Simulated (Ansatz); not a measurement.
The cluster Cd₄O₄⁻. The state is a doublet with charge -1. Geometry PBE-D4/def2-SVPD, basis def2-TZVPD, Ansatz.

```xyz
8

Cd    0.0791    3.3262    0.4850
Cd    1.9520   -2.5572   -0.9278
Cd   -0.0460    0.1290   -0.0266
Cd   -2.7942    1.5969   -0.9082
O    -1.2206    0.6946    1.7014
O     1.1455   -0.7633   -1.3792
O    -1.9027    1.8602    1.6651
O     2.7870   -4.2864   -0.6098
```

```csv
run,HOMO (eV),LUMO (eV)
A,-1.38,-1.31
B,-1.02,-0.95
C,-1.00,-0.41
D,-0.92,-0.86
```

In the def2 sets Cd takes a core potential; there is no spin–orbit coupling. The structure holds one bond between oxygen atoms, so isomers without such links may lie far lower. HOMO above LUMO, or a gap near zero within one spin, warns that the state may not be the lowest or that an electron is smeared out. Another isomer (doublet) lies 1.42 eV lower at PBE0-D4/def2-TZVPD; other spin states weren't run for this one.

HOMO and LUMO are taken over both spins.

Question: The runs used LDA (SPW92), PBE, PBE0, r2SCAN. Estimate which is which.

Answer: A LDA (SPW92) (0 % exact exchange); B PBE (0 % exact exchange); C PBE0 (25 % exact exchange); D r2SCAN (0 % exact exchange). Exact exchange lowers occupied and raises empty levels; among semilocal functionals meta-GGAs tend to open the gap a little, and such runs are hard to tell apart. The gap grows from 0.06 eV (r2SCAN) to 0.59 eV (PBE0). At LDA (SPW92)/def2-TZVPD, PBE-D4/def2-TZVPD, r2SCAN-D4/def2-TZVPD the gap within one spin of the charge -1 doublet nearly closes, so an electron or hole may be smeared out by delocalisation error.
